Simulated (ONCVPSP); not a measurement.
# An all-electron radial function and its pseudo partner (carbon)

Columns: radius, all-electron u(r) and pseudo u(r) of the 2p shell (level -5.29 eV) of carbon in the configuration [He] 2s2 2p2; PBE, non-relativistic, ONCV scheme, ONCVPSP 4.0.1.

```
r (bohr)  all-electron  pseudo
   0.140        0.0830  0.0245
   0.280        0.2325  0.0944
   0.420        0.3781  0.1995
   0.560        0.4974  0.3254
   0.700        0.5874  0.4554
   0.840        0.6504  0.5741
   0.980        0.6887  0.6694
   1.120        0.7064  0.7343
   1.260        0.7078  0.7669
   1.400        0.6972  0.7701
   1.540        0.6778  0.7499
   1.680        0.6523  0.7139
   1.820        0.6229  0.6693
   1.960        0.5911  0.6220
   2.100        0.5581  0.5762
   2.240        0.5249  0.5338
   2.380        0.4920  0.4955
   2.520        0.4599  0.4609
   2.660        0.4290  0.4291
   2.800        0.3995  0.3995
   2.940        0.3714  0.3714
   3.080        0.3449  0.3449
   3.220        0.3200  0.3200
   3.360        0.2966  0.2966
   3.500        0.2747  0.2747
   3.640        0.2542  0.2542
```

Q: How many radial nodes do the two functions have?

A: The all-electron 2p function has n − l − 1 = 0; the pseudo-wave has 0.

Q: At about which radius was the pseudo-wave matched?

A: 2.80 bohr, where the columns begin to agree (steps of 0.14 bohr).

Q: Where does each function peak?

A: Outermost all-electron maximum near 1.26 bohr, pseudo maximum near 1.40 bohr (to the table’s step).

Q: Is the pseudo-wave norm-conserving?

A: Yes: the ONCV scheme keeps the norm inside the radius equal to the all-electron one, which fixes the energy derivative of the logarithmic derivative at the level.
